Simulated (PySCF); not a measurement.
Two species compared at the same levels of theory.

First species: C₅H₃FN₂O.
SMILES: `N#C[C@@H]1OC[C@]1(F)C#N`

Second species: 1-pentanethiol, C5H12S.
SMILES: `SCCCCC`

Levels: PBE0/def2-SVPD for dipole moment, HOMO energy, LUMO energy, HOMO–LUMO gap, static isotropic polarisability and electronic spatial extent ⟨r²⟩ about the centre of nuclear charge; TDDFT PBE0/def2-SVPD for lowest singlet excitation; TDA PBE0/def2-SVPD for lowest triplet excitation (Tamm–Dancoff); GFN2-xTB for rotational constant A and rotational constant C. Geometries: GFN2-xTB. Each structure is a single optimised conformer of the isolated species, non-relativistic unless stated. Electronic properties by PySCF.

Dipoles, sizes and rotational constants follow the conformer. The torsions of the flexible species, by atom-mapped SMILES:
- `[CH3:1][CH2:2][CH2:3][CH2:4][CH2:5][SH:6]`: C1–C2–C3–C4 180°, C2–C3–C4–C5 180°, C3–C4–C5–S6 179°, H–S6–C5–C4 61°

Values for the first species:

* Dipole moment: 4.62 D
* HOMO energy: -9.25 eV
* LUMO energy: -1.43 eV
* HOMO–LUMO gap: 7.82 eV
* Lowest singlet excitation: 6.34 eV
* Lowest triplet excitation (Tamm–Dancoff): 5.85 eV
* Static isotropic polarisability: 65.2 au
* Electronic spatial extent ⟨r²⟩ about the centre of nuclear charge: 990 bohr²
* Rotational constant A: 2.085 GHz
* Rotational constant C: 1.228 GHz

(1) Estimate the same properties for the second species, and the change in each.

Results:

(1) 
```json
{"property": "dipole moment", "first": "4.62 D", "second": "1.95 D", "second less first": "-2.67 D"}
{"property": "HOMO energy", "first": "-9.25 eV", "second": "-6.74 eV", "second less first": "+2.51 eV"}
{"property": "LUMO energy", "first": "-1.43 eV", "second": "0.28 eV", "second less first": "+1.71 eV"}
{"property": "HOMO–LUMO gap", "first": "7.82 eV", "second": "7.02 eV", "second less first": "-0.80 eV"}
{"property": "lowest singlet excitation", "first": "6.34 eV", "second": "5.48 eV", "second less first": "-0.86 eV"}
{"property": "lowest triplet excitation (Tamm–Dancoff)", "first": "5.85 eV", "second": "5.05 eV", "second less first": "-0.80 eV"}
{"property": "static isotropic polarisability", "first": "65.2 au", "second": "85.0 au", "second less first": "+19.8 au"}
{"property": "electronic spatial extent ⟨r²⟩ about the centre of nuclear charge", "first": "990 bohr²", "second": "1452 bohr²", "second less first": "+462 bohr²"}
{"property": "rotational constant A", "first": "2.085 GHz", "second": "14.230 GHz", "second less first": "+12.145 GHz"}
{"property": "rotational constant C", "first": "1.228 GHz", "second": "0.783 GHz", "second less first": "-0.445 GHz"}
```

On the first: The polarisability is 9.66 Å³ as a volume (1 au = 0.148185 Å³), or 1.02 au for each of the 64 electrons. In atomic units the dipole is 1.82 e·bohr (1 au = 2.5417 D).

On the second: The principal polarisabilities are 71.5, 76.4 and 107.1 au; their mean is the isotropic value. The dipole matches unit charges of opposite sign 0.41 Å apart (1 e·Å = 4.8032 D).
